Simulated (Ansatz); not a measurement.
`BC[SiH](C)Cl` + `O[SiH](O)[SiH3]` → `BC[SiH2]Cl` + `C[Si](O)(O)[SiH3]`  (redistribution)

Gas-phase electronic energies from Ansatz, PBE0-D4/def2-TZVP geometries. CBS: MP2 limit from def2 TZ/QZ plus the TZ coupled-cluster correction, frozen cores. This one scheme is used for every species. DFT in def2-TZVPP. One conformer a species, not always the lowest.

```json
{"level": "PBE-D4", "ΔE (eV)": "0.08"}
{"level": "PBE0", "ΔE (eV)": "0.07"}
{"level": "HF/def2-TZVPP", "ΔE (eV)": "0.05"}
{"level": "MP2/def2-TZVPP", "ΔE (eV)": "0.09"}
{"level": "SCS-MP2/def2-TZVPP", "ΔE (eV)": "0.08"}
{"level": "MP2/def2-QZVPP", "ΔE (eV)": "0.09"}
{"level": "MP2/CBS(def2)", "ΔE (eV)": "0.09"}
{"level": "CCSD/CBS(def2)", "ΔE (eV)": "0.07"}
```

Question: What does CCSD(T)/CBS give? (Estimate.)

Answer: Computed: +0.07 eV. The listed levels differ from it by 0.01, 0.00, -0.02, 0.02, 0.01, 0.02, 0.02, 0.00 eV.

Largest T1 diagnostic among the species: 0.013.
